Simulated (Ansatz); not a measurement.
The Br1–Cl2 bond of BrCl is stretched (multiplicity 1).


Cores are frozen in the correlated methods. Filled d and f shells under p-block atoms count as core.

Programs: Ansatz (Gaussian orbitals). Each number belongs to the level named beside it.

FIC-MRCISD+Q on CASSCF(14,8)/def2-SVP, total energies (hartree):

```csv
R (Å),CASSCF,MRCISD,weight c² of the reference
2.165,-3031.446508,-3031.685041,0.91569
3.789,-3031.395127,-3031.623544,0.91763
8.661,-3031.394023,-3031.621871,0.91782
```

### Question
Add the Davidson correction (E_MRCISD − E_CASSCF)(1 − c²)/c² and give the energies above the first point at the three levels.

### Answer

Corrections (hartree): -0.021963, -0.020503, -0.020402. Above the first point (kcal/mol):
- R = 3.789 Å: CASSCF 32.2, MRCISD 38.6, with the correction 39.5
- R = 8.661 Å: CASSCF 32.9, MRCISD 39.6, with the correction 40.6

Ansatz is a program for electronic structure.
